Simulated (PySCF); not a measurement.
# Mn: excitation energy

Mn [Ar] 3d5 4s2 (6S) → Mn [Ar] 3d5 4s1 4p1 (8P), as a difference of total energies. Calculation: PySCF 2.14, in aug-cc-pVDZ-DK; the spin-free X2C one-electron Hamiltonian (Gaussian nucleus). Correlated levels: valence: [Ar] frozen. The calculations carry no spin-orbit coupling.

Task: Order these methods by the excitation energy they give, lowest first.
A. wB97M-V
B. PBE
C. TPSSh
D. UHF

Result: D (1.135 eV), C (2.049 eV), B (2.172 eV), A (2.517 eV).

Errors of the correlated levels include the incompleteness of this basis and the frozen core.

For comparison: 2.303 eV (measured; NIST levels, between the centres of gravity of the two terms).
